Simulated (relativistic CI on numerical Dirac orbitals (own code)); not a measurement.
# Ag2+: M2,3 absorption edge

Computed with this model: Dirac-Coulomb-Breit CI, orbitals from a KLI potential per configuration, model QED (radiative potential, 1s self-energy scaled to tabulated hydrogen-like ionisation energies), valence Slater integrals scaled by 0.9, multiplet model of core-to-valence dipole absorption; configurations [Kr] 4d9 → [Ne] 3s2 3p5 3d10 4s2 4p6 4d10; 80 K; Lorentzian 2 eV and Gaussian 0.4 eV FWHM. Energies are those of the free ion, without screening or charge transfer. The branching ratio is the share of the lower-energy edge in the whole absorption, uncertain by about 0.02 where the edges overlap. S is read from ⟨S²⟩ = S(S + 1).

Field parameters in Wybourne normalisation: Oh B⁴₀ = 21Dq, B⁴₄ = √(5/14) B⁴₀. The field is a parameter set, without covalency.

Peaks in eV (height, largest 100): 571.8 (100), 603.0 (9).

Which surroundings give this spectrum?
A. Oh, 10Dq = 4700 cm⁻¹
B. free ion
C. Oh, 10Dq = 22500 cm⁻¹
D. Oh, 10Dq = 16550 cm⁻¹

A. Oh, 10Dq = 4700 cm⁻¹, where the ground state has S = 0.50.
